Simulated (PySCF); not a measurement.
C5H5NP (charge -1).
Z-matrix (Å and degrees, GFN2-xTB geometry), rows numbered from 1:
```
P 
C   1  1.7561
C   2  1.4122  1  120.97
C   3  1.3750  2  119.99  1  -179.99
C   4  1.3901  3  119.12  2    -0.01
N   5  1.3324  4  122.43  3    -0.00
C   6  1.3128  5  118.24  4    -0.01
H   1  1.3787  2   94.58  3   179.96
H   3  1.0837  2  119.04  1     0.01
H   4  1.0853  3  120.81  2   179.98
H   5  1.0856  4  121.73  3   180.00
H   7  1.0869  2  119.38  1     0.00
```

NICS = −σ at a ghost point: NICS(0) at the centroid of the ring atoms, NICS(1) 1 Å to either side along the normal of their mean plane, zz for the tensor component along that normal. Level: GIAO PBE0/pcSseg-1 (PySCF, non-relativistic, gas phase) on the GFN2-xTB geometry, one conformer.

Ring bond lengths (Å), with Mayer bond orders in brackets: C2–C3 1.412 (1.30), C3–C4 1.375 (1.49), C4–C5 1.390 (1.35), C5–N6 1.332 (1.43), N6–C7 1.313 (1.55), C7–C2 1.413 (1.26).

Question: Give the NICS values of each ring in ppm.

Answer: 
```
             ring                                               type  NICS(0)  NICS(1), two faces  NICS(1)zz, two faces  rms pucker (Å)  centre to ring atoms, mean (Å)
C2–C3–C4–C5–N6–C7  6-membered ring with N; formal bonds all aromatic     -0.2         -5.0 / -5.0         -10.3 / -10.3            0.00                            1.37
```

Question: What can be read from them?

Answer: 
- C2–C3–C4–C5–N6–C7: mean NICS(1)zz -10.3 ppm, shielded. That is too small in size for a clear verdict by the NICS criterion.

Question: How equal are the bonds by HOMA? HOMA = 1 − mean of α(R − Ropt)² over the ring bonds, with Krygowski's 1993 parameters (CC: Ropt 1.388 Å, α 257.7 Å⁻²; CN: Ropt 1.334 Å, α 93.52 Å⁻²).

Answer: 
- C2–C3–C4–C5–N6–C7: HOMA 0.93; the largest term is that of C7–C2, α(R − Ropt)² = 0.16.

Question: What field does 11.7 T along the ring normal induce along that normal at the first NICS(1) probe listed for ring C2–C3–C4–C5–N6–C7, 1 Å off the ring?

Answer: NICSzz × B0 = -10.3 ppm × 11.7 T = -121 μT, against the applied field.

Question: How shielded are the nuclei of the rings and their hydrogens (means over atoms taken as equivalent)?

Answer: 
| atoms | environment | σ isotropic (ppm) | principal values of the symmetric part, first atom (ppm) |
| --- | --- | --- | --- |
| C2 | substituted aromatic carbon | 9.9 | -107.7, -33.4, 170.9 |
| C3 | aromatic CH carbon | 54.4 | -48.8, 54.0, 158.1 |
| C4 | aromatic CH carbon | 62.4 | -49.8, 72.6, 164.4 |
| C5 | aromatic CH next to a ring nitrogen | 56.6 | -33.6, 67.1, 136.2 |
| N6 | pyridine-type nitrogen | -75.3 | -345.6, -164.7, 284.3 |
| C7 | aromatic CH next to a ring nitrogen | 33.8 | -63.7, 58.8, 106.2 |
| H9 | aromatic hydrogen | 24.79 | 22.2, 22.4, 29.8 |
| H10 | aromatic hydrogen | 26.01 | 24.8, 25.1, 28.1 |
| H11 | aromatic hydrogen | 25.22 | 22.6, 25.4, 27.6 |
| H12 | aromatic hydrogen | 23.65 | 20.1, 22.2, 28.6 |

The run took about 50 s of CPU time (one thread, shared machine). This is the whole shielding run at PBE0/pcSseg-1, SCF included.
